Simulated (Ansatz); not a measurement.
## Exact exchange and the HOMO–LUMO gap of Cu2

The species is Cu2 (2 atoms), meant as a singlet with charge 0. As SMILES, `[Cu][Cu]`. The bond length is the measured one.

The HOMO–LUMO gap y, in eV, basis def2-SVPD; a is the functional's share of exact exchange. Programs: Ansatz 0.2.0.

| functional | program | a | y (eV) |
| --- | --- | --- | --- |
| r2SCAN | Ansatz | 0 | 1.68 |
| revPBE | Ansatz | 0 | 1.38 |
| B3LYP | Ansatz | 0.2 | 3.17 |
| PBE0 | Ansatz | 0.25 | 3.53 |
| r2SCAN0 | Ansatz | 0.25 | ? |
| BHLYP | Ansatz | 0.5 | 4.67 |

Problem. Fit y = c + s·a to the known rows and predict r2SCAN0.

Solution. 
1. Means of the 5 rows: a = 0.1900, y = 2.886.
2. Σ(Δa)² = 0.172, Σ(Δa·Δy) = 1.1098, so the slope is 1.1098/0.172 = 6.4523.
3. Intercept: 2.886 − (6.4523) × 0.1900 = 1.660. The largest residual of the fit is 0.28.
4. r2SCAN0: 1.660 + (6.4523) × 0.25 = 3.27 eV.

The run gave 3.72 eV, so the prediction is off by -0.45 eV, more than the largest residual. Exact exchange lowers occupied levels and raises empty ones. The rows mix families of semi-local functionals, which the line can't see.
